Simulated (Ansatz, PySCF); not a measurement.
Spin states of HIrO (SMILES [OH][Ir]), each relaxed with B3LYP-D3(BJ)/def2-TZVP.
State 1 (charge 0, multiplicity 3):
```xyz
3

Ir    -0.93897    -0.64834    -0.81557
O      0.46178    -0.13373     0.31284
H      0.44392     0.82945     0.43252
```
State 2 (charge 0, multiplicity 1):
```
atom    x (Å)    y (Å)    z (Å)
----  -------  -------  -------
Ir    -0.9189  -0.6367  -0.7988
O      0.4485  -0.1415   0.3017
H      0.4372   0.8256   0.4269
```

Singlets are restricted, other states unrestricted; no spin–orbit coupling, no relativity up to Kr; see below for the cores. The largest T1 diagnostic is 0.091.

Correlated levels freeze the inner cores; with def2 sets outer-core shells near the valence are correlated too.

Codes used: Ansatz (a quantum-chemistry and plane-wave program) with Gaussian orbitals; PySCF for the dispersion terms.  In def2 rows elements past Kr take small-core potentials, without spin–orbit coupling.

Task: What energy of the multiplicity-1 state less that of the multiplicity-3 state does B3LYP-D3(BJ)/def2-TZVPP give?

Result: 1.01 eV
